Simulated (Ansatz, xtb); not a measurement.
**Relaxing a trial structure of AlClH5N2+**

The starting geometry of this gas-phase singlet has its atoms placed at random.

```xyz
9

Al    0.3577    0.3621   -0.2738
Cl    1.3133   -1.9658    0.7245
N    -0.2432   -0.7883   -1.6415
N     1.1964    1.8304   -0.2833
H    -0.6729    1.2489   -1.2576
H     1.8822   -0.7559    0.4347
H     0.1916   -1.3100   -1.0492
H    -1.1440    0.6718    0.6187
H     1.1802   -0.2563   -1.8123
```

Task: Guess where an optimisation with r2SCAN-D4/def2-SVP ends from this start.

Result: It ends as a structure with Cl2 bridging Al1 and H6, given below by its coordinates. Distances that change by over a tenth: N3–H7 (0.90 → 1.02 Å). Contacts that open: Al1–H5 (1.68 → 2.45 Å), Al1–H7 (1.85 → 2.48 Å), Al1–H8 (1.77 → 2.48 Å), Al1–H9 (1.85 → 2.45 Å). Contacts that close: Al1–Cl2 (2.71 → 2.39 Å), N3–H9 (1.53 → 1.02 Å), N4–H5 (2.19 → 1.02 Å), N4–H8 (2.76 → 1.02 Å).

The energy falls by 15.75 eV over 22 steps:

| step | E − E(last) (eV) |
| --- | --- |
| 1 | 15.755 |
| 3 | 10.442 |
| 6 | 5.231 |
| 8 | 2.196 |
| 10 | 0.755 |
| 13 | 0.124 |
| 15 | 0.050 |
| 17 | 0.030 |
| 20 | 0.005 |
| 22 | 0.000 |

Final geometry (Å):

| atom | x (Å) | y (Å) | z (Å) |
| --- | --- | --- | --- |
| Al | 0.2870 | 0.0294 | -0.5628 |
| Cl | 1.2582 | -0.9830 | 1.3723 |
| N | 0.5268 | -1.0983 | -1.8621 |
| N | -0.2714 | 1.5672 | 0.0069 |
| H | -0.9727 | 2.1304 | -0.4716 |
| H | 2.1472 | -1.7535 | 0.8092 |
| H | 0.4284 | -2.1101 | -1.8152 |
| H | 0.0659 | 2.0727 | 0.8232 |
| H | 0.5920 | -0.8179 | -2.8397 |

From the same start GFN2-xTB reaches the same bonding as this run.

From so rough a start the end depends on the optimiser's path, so another program may land elsewhere. No frequencies were run, so the end isn't proven a minimum. Run with Ansatz 0.2.0, 55 s on 1 thread of Intel(R) Xeon(R) Platinum 8488C (Sapphire Rapids), with other jobs on the host.
